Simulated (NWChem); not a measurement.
Relativistic effects in H$_{4}$AsSi

```xyz
6

Si    -1.4415    -0.5646     0.0448
As     0.7455     0.3405    -0.0258
H     -1.6489    -1.3550     1.2985
H     -2.4329     0.5523     0.0081
H     -1.6806    -1.4619    -1.1289
H      1.3421    -1.0680     0.0454
```
Charge 0, spin multiplicity 2.

Everything below was run with NWChem. The geometry was optimised at UPBE0/def2-SVP, a minimum by its harmonic frequencies.

Functional B3LYP, all-electron basis x2c-SVPall-2c, contracted for the X2C Hamiltonian and used here with ZORA. The ion keeps the geometry and has multiplicity 1 in the scalar run; the spin-orbit run starts from the same electron counts.

Costs are rough ratios of processor time within this set of runs, SCF included, with scalar ZORA as 1.

B3LYP has NWChem's definition, with VWN1-RPA local correlation. The structure started from a generated list of species. The stability of the SCF solutions was not checked.

| Hamiltonian | ΔSCF ionisation energy (eV) | relative cost |
|---|---|---|
| scalar ZORA | 9.06 | 1 |
| spin-orbit ZORA | ? | under 3 |

Question: Fill in the missing entries.

Answer: 
- spin-orbit ZORA, ΔSCF ionisation energy (eV): 9.05
